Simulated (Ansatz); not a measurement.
A nudged elastic band was laid between two geometries of BrGeH$_{3}$SeSi (7 atoms, charge 0, multiplicity 1).

Method: RHF/def2-SVP (Ansatz).

| Quantity | Value |
| --- | --- |
| movable images | 9 |
| climbing image | yes |
| spring | 5.0 eV/Å² |
| optimiser | quadratic models (default) |
| start path | through a guess of the saddle point |
| force threshold | 0.05 eV/Å |
| iteration limit | 48 |
| end points | relaxed |

Initial state:

```xyz
7
Properties=species:S:1:pos:R:3
Br -2.639 -1.045 0.565
Si -1.012 0.141 -0.394
Ge 1.132 0.105 0.491
Se 0.550 -0.971 -1.607
H -1.618 1.330 -1.003
H 1.528 -0.882 1.579
H 2.119 1.254 0.324
```

Final state:

```xyz
7
Properties=species:S:1:pos:R:3
Br -2.380 -1.273 0.023
Si -0.769 0.279 0.093
Ge 1.142 0.265 1.564
Se 1.084 -0.438 -1.228
H -1.307 1.481 -0.570
H 0.889 -1.269 1.815
H 1.402 0.887 -1.743
```

(1) What changes between the two ends?

(2) What energy profile does the band end with?

(3) What is the geometry of the highest image?

Answers

(1) Bonds broken: Ge3–H7. Bonds formed: Se4–H7.

(2) The forces met the threshold. The highest image is number 4 of 0 to 10, 186.3 kJ/mol above the first end and 107.1 kJ/mol above the last; the last end lies 79.2 kJ/mol above the first. The profile has 2 maxima (images 4, 8) with wells between them (image 7): this band takes more than one step, which may be the mechanism or a detour left from its start path. A vibrational analysis at the climbing image gives one clearly imaginary mode, 1184i cm⁻¹: a first-order saddle point. The orbitals stay closed-shell, which can raise the energy where a bond breaks towards radicals; this wasn't checked here.

```
image  path coordinate (Å)  energy (kJ/mol)  Ge3–H7 (Å)  Se4–H7 (Å)
    0                 0.00              0.0        1.52        3.34
    1                 0.42              9.7        1.51        3.16
    2                 0.85             54.9        1.50        2.79
    3                 1.27            131.5        1.52        2.38
    4                 1.69            186.3        1.65        1.92
    5                 2.38            112.6        2.38        1.49
    6                 3.06             95.7        3.01        1.46
    7                 3.74             94.1        3.70        1.45
    8                 4.43             96.6        3.46        1.46
    9                 5.11             89.6        3.42        1.46
   10                 5.79             79.2        3.37        1.46
```

(3) 
```xyz
7
Properties=species:S:1:pos:R:3:forces:R:3
Br -2.361 -1.275 0.434 0.00 0.00 0.00
Si -0.913 0.243 -0.320 0.00 0.00 0.00
Ge 1.088 0.539 0.994 0.00 0.00 0.00
Se 0.772 -0.522 -1.579 0.00 0.00 0.00
H -1.683 1.365 -0.866 0.00 0.00 0.00
H 1.196 -0.845 1.696 0.00 0.00 0.00
H 1.962 0.427 -0.405 0.00 0.00 0.00
```

The run took 9 min on 2 threads of Arm Neoverse V1 (shared host), peak memory 0.41 GiB.
